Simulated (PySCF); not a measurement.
A calculated (M06-2X, PySCF 2.14, x2c-TZVPPall, scalar relativity by spin-free X2C-1e) atom or ion has these occupied shells.

```
shell  electrons  orbital energy (eV)  rms radius, mean of both spins (bohr)
 1s β          1              -6502.7                                 0.0704
 1s α          1              -6502.7                                 0.0704
 2s α          1              -763.81                                  0.303
 2s β          1              -762.30                                  0.303
 2p α          3              -647.64                                  0.273
 2p β          3              -646.31                                  0.273
 3s α          1              -89.037                                  0.925
 3s β          1              -85.561                                  0.925
 3p α          3              -56.352                                   1.00
 3p β          3              -51.918                                   1.00
 3d α          5               -5.331                                   1.84
 3d β          2               -2.474                                   1.84
```

Task: Name the element and its charge.

Result: Mn (manganese, neutral), in [Ar] 3d7, high-spin 4F determinant (an excited configuration).
